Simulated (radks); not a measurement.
Results of a calculation; reference values are marked as such.
How relativity changes the ionisation of the vanadium ion V+ ([Ar] 3d4) to V2+ ([Ar] 3d3). Spin-unpolarised spherical Kohn-Sham, PBE, point nucleus unless stated (finite: rms radius 3.6002 fm), a radial shooting solver on a logarithmic mesh with Libxc functionals. A level marked "c x" has the speed of light scaled by that factor and shares open shells by 2j + 1; other Dirac levels either fill j = l - 1/2 first or share by 2j + 1.

\begin{tabular}{lrrrrr}
level & E(V+) (hartree) & E(V2+) (hartree) & IE (eV) & HOMO & <r> HOMO (bohr) \\ \hline
non-rel. & -943.32840 & -942.77985 & 14.927 & 3d & 1.543 \\
scalar-rel. & -948.74075 & -948.19562 & 14.834 & 3d & 1.553 \\
scalar-rel., finite nucleus & -948.73853 & -948.19340 & 14.834 & 3d & 1.553 \\
Dirac, 2j+1 shares & -948.75223 & -948.20711 & 14.834 & 3d5/2 & 1.556 \\
Dirac, low j first & -948.75736 & -948.21180 & 14.845 & 3d3/2 & 1.551 \\
Dirac, 2j+1 shares, finite nucleus & -948.75001 & -948.20489 & 14.834 & 3d5/2 & 1.556 \\
Dirac, c x 0.75 & -953.07707 & -952.53455 & 14.763 & 3d5/2 & 1.565 \\
Dirac, c x 2 & -944.67033 & -944.12265 & 14.903 & 3d5/2 & 1.546 \\
Dirac, c x 10 & -943.38190 & -942.83339 & 14.926 & 3d5/2 & 1.543 \\
\end{tabular}

NIST Atomic Spectra Database: 14.63 eV (measured). The relativistic part of the total energy of V+ is -5.422 hartree (Dirac, 2j+1 shares, finite nucleus), 0.57 % of the non-relativistic value. Spin polarisation and multiplet splitting of open shells are left out at every level.

Beside tabulated values, note that spin-unpolarised runs miss the spin-polarisation part of the exchange energy of open shells.
